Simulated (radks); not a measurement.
Question: Species: the rubidium ion Rb+. Configuration: [Ar] 3d10 4s1 4p6 4f1 (not the ground configuration). Method: scalar-relativistic Kohn-Sham, BLYP, spin-unpolarised, spherical densities, finite nucleus; Fermi nuclear charge, rms radius 4.2036 fm; computed with a radial shooting solver on a logarithmic mesh with Libxc functionals. Some entries of the table are withheld. Estimate them.

orbital,occ.,eigenvalue (eV),<r> (bohr),<r^2> (bohr^2)
1s,2,(1),0.04029,0.002187
2s,2,-2026.595,0.1778,0.03729
2p,6,-1798.916,0.1551,0.02942
3s,2,-315.5410,0.5106,0.2995
3p,6,-242.5313,0.5186,0.3143
3d,10,-121.7003,0.5244,0.3367
4s,1,-47.4194,1.414,2.273
4p,6,-30.6367,1.629,3.048
4f,1,(2),8.599,82.59

Answer: 
(1) 1s eigenvalue (eV): -15055.05
(2) 4f eigenvalue (eV): -2.3469
